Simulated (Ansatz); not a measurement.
All values below come from B3LYP-D3(BJ)/def2-SVP run with Ansatz (a program for electronic structure). No frequencies were computed at this level.

Ansatz 0.2 input:
```yaml
crystal:
  periodic: [false, false, false]
  atoms:
    - { symbol: B, position_ang: [-2.968196, 0.092492, 0.145468] }
    - { symbol: C, position_ang: [-1.424602, 0.044295, 0.070184] }
    - { symbol: C, position_ang: [-0.637878, 1.178132, 0.326311] }
    - { symbol: C, position_ang: [0.738603, 1.135482, 0.257958] }
    - { symbol: C, position_ang: [1.424623, -0.044403, -0.069688] }
    - { symbol: B, position_ang: [2.968189, -0.092377, -0.146042] }
    - { symbol: C, position_ang: [0.637937, -1.178502, -0.324822] }
    - { symbol: C, position_ang: [-0.738597, -1.135456, -0.258035] }
    - { symbol: H, position_ang: [-3.509957, 1.087255, 0.43623] }
    - { symbol: H, position_ang: [-3.596552, -0.865578, -0.088806] }
    - { symbol: H, position_ang: [-1.130229, 2.105905, 0.582784] }
    - { symbol: H, position_ang: [1.310275, 2.030366, 0.461272] }
    - { symbol: H, position_ang: [3.51052, -1.090994, -0.421295] }
    - { symbol: H, position_ang: [3.59581, 0.869991, 0.071041] }
    - { symbol: H, position_ang: [1.130351, -2.106449, -0.580543] }
    - { symbol: H, position_ang: [-1.310297, -2.030162, -0.462017] }
basis:
  gaussian: { orbitals: def2-svp }
hamiltonian:
  xc: b3lyp
  dispersion: d3bj
relax:
  max_steps: 150
```

Output:

```
Functional definition: B3LYP
1780 factors; integrals over basis functions are off by at most 3.5e-4 eV
mean field evaluation 1: about -7691.2206 eV, gradient 4.9e1 eV
mean field evaluation 2: about -7689.2035 eV, gradient 5.9e1 eV
mean field evaluation 4: about -7698.5549 eV, gradient 1.4e0 eV
mean field evaluation 8: about -7698.6172 eV, gradient 3.1e-2 eV
mean field -7698.61721606 eV, -282.9189643800 hartree, gradient 4.2e-5 eV, S^2 0.000000; 0 other end points of the search recorded, 0 dependent functions left out
reference -7698.61751385 eV, -282.9189753235 hartree; 27, 27 occupied and 125, 125 virtual orbitals, 1780 factors
relax step   1: F+E_penalty+E_count = -7699.36798500 eV  Δ(F+E_penalty+E_count) = +0.000e0 eV  max|allowed force component| = 9.382e-1 eV/Å  Δτ_max = 0.0000 Å  (26 SCF iters, accepted)
these checks for a lower state are left out or cut short: starts, cluster_reference, orbital_swaps, neighbouring_geometries, increment
1780 factors; integrals over basis functions are off by at most 3.5e-4 eV
mean field evaluation 16: about -7698.6503 eV, gradient 2.2e0 eV
mean field -7698.71822765 eV, -282.9226764876 hartree, gradient 8.5e-6 eV, S^2 0.000000; 0 other end points of the search recorded, 0 dependent functions left out
reference -7698.71852752 eV, -282.9226875074 hartree; 27, 27 occupied and 125, 125 virtual orbitals, 1780 factors
relax step   2: F+E_penalty+E_count = -7699.46605720 eV  Δ(F+E_penalty+E_count) = -9.807e-2 eV  max|allowed force component| = 2.973e-1 eV/Å  Δτ_max = 0.0267 Å  (31 SCF iters, accepted)
these checks for a lower state are left out or cut short: starts, cluster_reference, orbital_swaps, neighbouring_geometries, increment
1780 factors; integrals over basis functions are off by at most 3.5e-4 eV
mean field -7698.72799775 eV, -282.9230355320 hartree, gradient 2.6e-5 eV, S^2 0.000000; 0 other end points of the search recorded, 0 dependent functions left out
reference -7698.72829841 eV, -282.9230465812 hartree; 27, 27 occupied and 125, 125 virtual orbitals, 1780 factors
relax step   3: F+E_penalty+E_count = -7699.47484397 eV  Δ(F+E_penalty+E_count) = -8.787e-3 eV  max|allowed force component| = 2.400e-2 eV/Å  Δτ_max = 0.0130 Å  (30 SCF iters, accepted)
these checks for a lower state are left out or cut short: starts, cluster_reference, orbital_swaps, neighbouring_geometries, increment
1780 factors; integrals over basis functions are off by at most 3.4e-4 eV
mean field evaluation 32: about -7698.7280 eV, gradient 4.9e-5 eV
mean field -7698.72800142 eV, -282.9230356671 hartree, gradient 9.2e-6 eV, S^2 0.000000; 0 other end points of the search recorded, 0 dependent functions left out
reference -7698.72830207 eV, -282.9230467155 hartree; 27, 27 occupied and 125, 125 virtual orbitals, 1780 factors
relax step   4: F+E_penalty+E_count = -7699.47487051 eV  Δ(F+E_penalty+E_count) = -2.653e-5 eV  max|allowed force component| = 6.864e-3 eV/Å  Δτ_max = 0.0027 Å  (24 SCF iters, accepted)
1780 factors; integrals over basis functions are off by at most 3.4e-4 eV
mean field -7698.72800142 eV, -282.9230356671 hartree, gradient 9.2e-6 eV, S^2 0.000000; 1 other end points of the search recorded, 0 dependent functions left out
reference -7698.72830207 eV, -282.9230467155 hartree; 27, 27 occupied and 125, 125 virtual orbitals, 1780 factors
Total energy: -7699.47517115 eV, -282.9504936481 hartree
Atom 0 at    -2.966544     0.092385     0.145626 Å, force     0.003136    -0.000114    -0.000123 eV/Å
Atom 1 at    -1.423396     0.044313     0.069925 Å, force    -0.005301     0.000182     0.000187 eV/Å
Atom 2 at    -0.643535     1.195143     0.331475 Å, force    -0.006827    -0.003122    -0.000444 eV/Å
Atom 3 at     0.745812     1.151915     0.263119 Å, force     0.006581    -0.003528    -0.001133 eV/Å
Atom 4 at     1.423399    -0.044332    -0.069854 Å, force     0.005288    -0.000166    -0.000373 eV/Å
Atom 5 at     2.966543    -0.092368    -0.145688 Å, force    -0.003189     0.000075     0.000280 eV/Å
Atom 6 at     0.643541    -1.195198    -0.331264 Å, force     0.006864     0.003106     0.000589 eV/Å
Atom 7 at    -0.745817    -1.151902    -0.263180 Å, force    -0.006525     0.003614     0.000945 eV/Å
Atom 8 at    -3.528820     1.120982     0.432642 Å, force    -0.000056     0.000675    -0.000192 eV/Å
Atom 9 at    -3.616969    -0.898433    -0.081910 Å, force    -0.000087    -0.000677     0.000206 eV/Å
Atom 10 at    -1.148667     2.129330     0.590662 Å, force     0.000387    -0.000244    -0.000043 eV/Å
Atom 11 at     1.330882     2.052204     0.468582 Å, force    -0.000408    -0.000227     0.000034 eV/Å
Atom 12 at     3.528897    -1.121441    -0.430838 Å, force     0.000041    -0.000575    -0.000288 eV/Å
Atom 13 at     3.616887     0.898952     0.079879 Å, force     0.000104     0.000582     0.000232 eV/Å
Atom 14 at     1.148682    -2.129430    -0.590272 Å, force    -0.000393     0.000257    -0.000017 eV/Å
Atom 15 at    -1.330895    -2.052124    -0.468903 Å, force     0.000386     0.000163     0.000140 eV/Å
Dipole moment:     0.000002     0.000000    -0.000001 e Å
```

Cost: around 70 core-seconds (rough).
